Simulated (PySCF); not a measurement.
C₄H₅F.

```xyz
10

F     -1.5142     0.6658     0.4302
C     -0.5182     0.1847    -0.3753
C      0.8537     0.7781    -0.2002
C      1.4098    -0.4138     0.0650
C      0.1031    -1.1715     0.0544
H     -0.8910     0.1923    -1.4153
H      1.2401     1.7932    -0.3173
H      2.4434    -0.7439     0.2018
H      0.0026    -2.0138    -0.6504
H     -0.2576    -1.4846     1.0464
```

Geometry: PBE0-D3(BJ)/def2-SVP. The structure was generated by enumeration; whether it is a known compound was not checked.

The numbers are results of PBE/pcSseg-1 in PySCF, not measurements. Non-relativistic, no solvent.

Computed absolute GIAO shielding of each atom: isotropic value and principal components (ppm):
| atom | σ(iso) | σ11 | σ22 | σ33 | span |
|---|---|---|---|---|---|
| F1 | 346.3 | 323.5 | 345.1 | 370.2 | 46.7 |
| C2 | 89.0 | 55.7 | 73.1 | 138.1 | 82.4 |
| C3 | 33.5 | -66.4 | 33.0 | 133.9 | 200.3 |
| C4 | 34.1 | -81.8 | 32.0 | 152.1 | 233.9 |
| C5 | 135.5 | 124.1 | 133.8 | 148.7 | 24.6 |
| H6 | 25.8 | 22.4 | 25.5 | 29.5 | 7.1 |
| H7 | 24.8 | 23.6 | 24.6 | 26.1 | 2.4 |
| H8 | 24.8 | 23.2 | 24.8 | 26.3 | 3.2 |
| H9 | 28.3 | 25.7 | 26.7 | 32.5 | 6.8 |
| H10 | 28.5 | 26.1 | 27.4 | 31.8 | 5.7 |
